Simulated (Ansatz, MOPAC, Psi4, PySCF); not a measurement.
System: CNO, charge 0, multiplicity 2. SMILES: N#C[O]
Coordinates optimised at B3LYP-D3(BJ)/def2-TZVP (Ansatz, a quantum-chemistry and plane-wave program):
```xyz
3

O      0.0000     0.0000    -1.1348
C      0.0000     0.0000     0.0405
N      0.0000     0.0000     1.2622
```
Charge 0, spin multiplicity 2.

Property: size of the dipole moment, in D. Conventions: dispersion terms only where a functional's name holds one; 6-31G* and kin with 6d, 5d where marked; open shells spin-unrestricted; non-relativistic; 6-311+G** with 5d; no spin-orbit coupling. Ab initio and DFT rows: single points at B3LYP-D3(BJ) geometries (Ansatz). Semi-empirical rows: dipoles at the shared geometry.

```tsv
level	program	size of the dipole moment (D)
AM1	MOPAC	0.65
PM3	MOPAC	1.20
PBE/STO-3G	Ansatz	1.09
PBE/6-31G*	Ansatz	0.81
PBE/6-311+G**	Ansatz	0.78
BLYP/6-31G*	Ansatz	0.80
BP86/6-31G* (5d)	PySCF	0.80
B3LYP/3-21G	Ansatz	0.77
B3LYP/6-31G	Ansatz	0.68
B3LYP/6-31G*	Ansatz	0.74
B3LYP/6-31+G*	Ansatz	0.71
M06-2X/6-31G* (5d)	PySCF	0.63
wB97X-D/6-311+G**	Psi4	0.68
```

No value to compare with is used here. The 13 habitual levels span 0.63 (M06-2X/6-31G* (5d)) to 1.20 D (PM3).

The levels are drawn from those run, B3LYP/6-31G* more often than the rest, none by its result; runs whose electronic state is in doubt are left out.
